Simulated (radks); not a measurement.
The dysprosium ion Dy+, 65 electrons, occupied as [Xe] 4f10 6s1. All-electron calculation, Dirac Kohn-Sham, LDA (Slater exchange, Perdew-Wang correlation), spin-unpolarised, spherical densities, finite nucleus; open shells are shared between the two j in proportion to 2j + 1; Fermi nuclear charge, rms radius 5.2218 fm. Program: a radial shooting solver on a logarithmic mesh with Libxc functionals.

Normalised radial functions P(r) = r R(r) (large component), r in bohr:

r,4f7/2,6s1/2
0.003014,0.0000,0.0337
0.004117,0.0000,0.0407
0.00558,0.0000,0.0471
0.007562,0.0000,0.0518
0.01025,0.0000,0.0526
0.014,0.0001,0.0460
0.01898,0.0004,0.0289
0.02572,0.0011,-0.0005
0.03513,0.0033,-0.0401
0.04762,0.0091,-0.0745
0.06453,0.0240,-0.0817
0.08746,0.0592,-0.0391
0.1195,0.1365,0.0496
0.1619,0.2766,0.1180
0.2195,0.4941,0.0820
0.2998,0.7684,-0.0685
0.4063,0.9959,-0.1756
0.5507,1.0776,-0.0803
0.7463,0.9818,0.1589
1.02,0.7624,0.2891
1.382,0.5213,0.1327
1.873,0.3169,-0.2168
2.559,0.1688,-0.5258
3.467,0.0799,-0.5926
4.699,0.0313,-0.4276
6.369,0.0090,-0.1924
8.701,0.0015,-0.0465
11.79,0.0001,-0.0056

4f7/2: eigenvalue -9.439 eV, 0 radial nodes, <r> = 0.884 bohr, 90 % of the charge inside 1.56 bohr. 6s1/2: eigenvalue -9.110 eV, 5 radial nodes at r = 0.0256, 0.101, 0.264, 0.614, 1.57 bohr, <r> = 3.67 bohr, 90 % of the charge inside 5.34 bohr.
